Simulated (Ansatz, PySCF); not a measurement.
Molecule: C₃H₁₁NSi, net charge 0, singlet state. SMILES: C[Si](C)(C)N
Coordinates optimised at B3LYP-D3(BJ)/def2-TZVP (Ansatz, a program for electronic structure):
```
Si
N 1 1.7335
H 2 1.0084 1 120.20
H 2 1.0084 3 110.35 1 146.78
C 1 1.8740 2 107.07 3 -48.35
H 5 1.0916 1 111.07 2 -60.03
H 5 1.0925 6 108.17 1 122.09
H 5 1.0933 6 107.85 7 115.79
C 1 1.8740 2 107.07 3 -168.11
H 9 1.0916 1 111.07 2 60.03
H 9 1.0925 10 108.17 1 -122.09
H 9 1.0933 10 107.85 11 -115.79
C 1 1.8816 2 113.91 3 71.77
H 13 1.0929 1 111.16 2 -59.91
H 13 1.0929 14 107.59 1 -121.92
H 13 1.0934 14 107.68 15 -115.82
```
Charge 0, spin multiplicity 1.

Property: vertical ionisation energy (to the doublet state of charge +1; each state is the SCF solution reached for its spin), in eV. Correlated levels leave the core frozen unless marked. UHF or UKS for open shells. Spin-orbit coupling is left out. No relativistic terms. 

| level | program | vertical ionisation energy (eV) |
|---|---|---|
| HF/aug-cc-pV(T+d)Z | Ansatz | 8.09 |
| SVWN5/def2-TZVPD | Ansatz | 8.87 |
| r2SCAN/def2-TZVPD | Ansatz | 8.79 |
| PBE0/def2-TZVPD | Ansatz | 8.97 |
| CAM-B3LYP/def2-TZVPD | Ansatz | 9.22 |
| wB97M-V/def2-TZVPD | Ansatz | 9.25 |
| wB97X-V/def2-TZVPD | Ansatz | 9.26 |
| RI-MP2/aug-cc-pV(T+d)Z | Ansatz | 9.65 |
| CCSD/aug-cc-pV(D+d)Z | Ansatz | 9.17 |

For comparison, minus the highest occupied orbital energy (PySCF): 6.21 eV at TPSSh/def2-TZVPD, 5.86 eV at r2SCAN/def2-TZVPD, 10.38 eV at HF/def2-TZVPD.
